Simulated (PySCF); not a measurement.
Species: C₈H₆F₂.
Numbering: `[CH2:1]=[CH:2][c:3]1[cH:4][cH:5][cH:6][c:7]([F:8])[c:9]1[F:10]`

Definitions: NICS(0) = −σiso at the ring centroid; NICS(1) = −σiso and NICS(1)zz = −σzz at ±1 Å along the ring normal z. Level: GIAO HF/pcSseg-1 (PySCF, non-relativistic, gas phase) on the PBE0-D3(BJ)/def2-SVP geometry, one conformer.

Ring bond lengths (Å): C3–C4 1.406, C4–C5 1.388, C5–C6 1.396, C6–C7 1.385, C7–C9 1.395, C9–C3 1.399.

Question: What do the NICS probes read (ppm)?

Answer: 
| ring | type | NICS(0) | NICS(1), two faces | NICS(1)zz, two faces | rms pucker (Å) | centre to ring atoms, mean (Å) |
| --- | --- | --- | --- | --- | --- | --- |
| C3–C4–C5–C6–C7–C9 | 6-membered carbocycle; formal bonds all aromatic | -12.7 | -12.3 / -12.3 | -28.2 / -28.2 | 0.00 | 1.39 |

Question: What do they say, and how far can they be read as aromaticity?

Answer: 
- C3–C4–C5–C6–C7–C9: mean NICS(1)zz -28.2 ppm, shielded, aromatic by this magnetic criterion (flat ring, no four-coordinate atom).

Question: How equal are the bonds by HOMA? HOMA takes Krygowski's 1993 parameters.

Answer: 
- C3–C4–C5–C6–C7–C9: HOMA 0.98 = 1 − EN − GEO, with mean bond length 1.395 Å, EN = α(Ropt − mean)² = 0.012 and GEO = α × variance = 0.012. The geometric and the magnetic index point the same way.

Question: List the ring angles.

Answer: 
- C3–C4–C5–C6–C7–C9: C3 117.2°, C4 121.4°, C5 120.5°, C6 118.9°, C7 120.6°, C9 121.4°; sum 720.0° against 720° for a flat convex ring.

Question: How shielded are the nuclei of the rings and their hydrogens (means over atoms taken as equivalent)?

Answer: 
| atoms | environment | σ isotropic (ppm) | principal values of the symmetric part, first atom (ppm) |
| --- | --- | --- | --- |
| C3 | substituted aromatic carbon | 58.4 | -21.4, 20.9, 175.7 |
| C4 | aromatic CH carbon | 64.8 | -45.9, 53.1, 187.1 |
| C5 | aromatic CH carbon | 59.8 | -55.7, 50.0, 185.2 |
| C6 | aromatic CH carbon | 67.7 | -23.2, 52.0, 174.2 |
| C7 | aromatic C–F carbon | 34.2 | -50.2, 41.8, 111.0 |
| C9 | aromatic C–F carbon | 37.9 | -37.7, 41.5, 109.9 |
| H on C4 | aromatic hydrogen | 23.85 | 18.7, 24.7, 28.2 |
| H on C5 | aromatic hydrogen | 24.34 | 20.2, 26.1, 26.7 |
| H on C6 | aromatic hydrogen | 24.32 | 20.3, 25.5, 27.2 |

Question: How do the values depend on the level or the medium?

Answer: 
```tsv
level	NICS(0), C3–C4–C5–C6–C7–C9	mean NICS(1)zz, C3–C4–C5–C6–C7–C9
HF/pcSseg-1, gas	-12.7	-28.2
PBE0/pcSseg-1, gas	-10.7	-24.6
PBE0/pcSseg-1, IEF-PCM acetonitrile	-10.7	-24.7
PBE0/pcSseg-1, IEF-PCM dimethylsulfoxide	-10.7	-24.7
```

The geometry is the same throughout; the continuum's cavity takes Bondi-type radii × 1.2.

Conformer computed: `[CH2:1]=[CH:2][c:3]1[cH:4][cH:5][cH:6][c:7]([F:8])[c:9]1[F:10]`: C1–C2–C3–C4 -1°.
